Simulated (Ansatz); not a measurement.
BrF2Si, SMILES `F[Si](F)Br` radical, relaxed with UKS PBE0-D4/def2-TZVP in Ansatz 0.2.0 from a PBE-D4/def2-SVP geometry. The force threshold is 0.005 eV/Å; the program also tests the step.

Total charge 0; spin multiplicity 2.

Start:

```xyz
4

F     0.949   -0.261    1.261
Si   -0.219   -0.430    0.134
F    -1.365    0.675    0.491
Br    0.635    0.016   -1.886
```

```json
{"step": "1", "energy (eV)": "-83347.3281", "largest force (eV/Å)": "1.471", "largest move (Å)": "0.000"}
{"step": "2", "energy (eV)": "-83347.3797", "largest force (eV/Å)": "1.080", "largest move (Å)": "0.034"}
{"step": "3", "energy (eV)": "-83347.3996", "largest force (eV/Å)": "0.357", "largest move (Å)": "0.036"}
{"step": "4", "energy (eV)": "-83347.4053", "largest force (eV/Å)": "0.079", "largest move (Å)": "0.024"}
{"step": "5", "energy (eV)": "-83347.4055", "largest force (eV/Å)": "0.050", "largest move (Å)": "0.003"}
{"step": "6", "energy (eV)": "-83347.4055", "largest force (eV/Å)": "0.021", "largest move (Å)": "0.002"}
{"step": "7", "energy (eV)": "-83347.4056", "largest force (eV/Å)": "0.000", "largest move (Å)": "0.001"}
```

End:

```xyz
4

F     0.922   -0.255    1.232
Si   -0.216   -0.418    0.140
F    -1.330    0.657    0.482
Br    0.624    0.016   -1.854
```

Run time 12 s (4 threads of an Intel Xeon Platinum 8488C on a shared host); peak host memory 0.5 GiB.
